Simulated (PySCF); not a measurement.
Radial density of Se²⁺ (selenium, charge +2)

M06-2X, [Ar] 3d10 4s2 4p2, high-spin 3P determinant. Computed with PySCF 2.14 in aug-cc-pVTZ-DK (7s6p4d2f, 59 functions), with scalar relativity by spin-free X2C-1e.

| r (bohr) | 4πr²ρ (e/bohr) | 4πr²(ρα − ρβ) |
| --- | --- | --- |
| 0.000697 | 0.2962 | 0.0000 |
| 0.00117 | 0.7291 | 0.0000 |
| 0.00197 | 1.759 | 0.0000 |
| 0.00332 | 4.107 | 0.0000 |
| 0.00558 | 9.099 | 0.0000 |
| 0.00938 | 18.37 | 0.0002 |
| 0.0158 | 31.60 | 0.0015 |
| 0.0265 | 41.60 | 0.0074 |
| 0.0447 | 38.23 | 0.0295 |
| 0.0751 | 35.23 | 0.0768 |
| 0.126 | 48.96 | 0.0753 |
| 0.213 | 35.75 | -0.0191 |
| 0.357 | 28.50 | 0.1624 |
| 0.601 | 28.22 | 0.0601 |
| 1.01 | 7.446 | 0.3679 |
| 1.70 | 2.935 | 1.2891 |
| 2.86 | 0.6410 | 0.4023 |
| 4.81 | 0.01065 | 0.0079 |
| 8.09 | 1.077e-05 | 0.0000 |

Densities and radii are taken from the X2C orbitals without a picture-change correction, which distorts them close to the nucleus.

(1) Where is the radial spin density 4πr²(ρα − ρβ) most negative, and why is it negative at all?

Results:

(1) Around r = 0.213 bohr, down to -0.0191 e/bohr: exchange with the open shell polarises the paired shells in an unrestricted calculation.
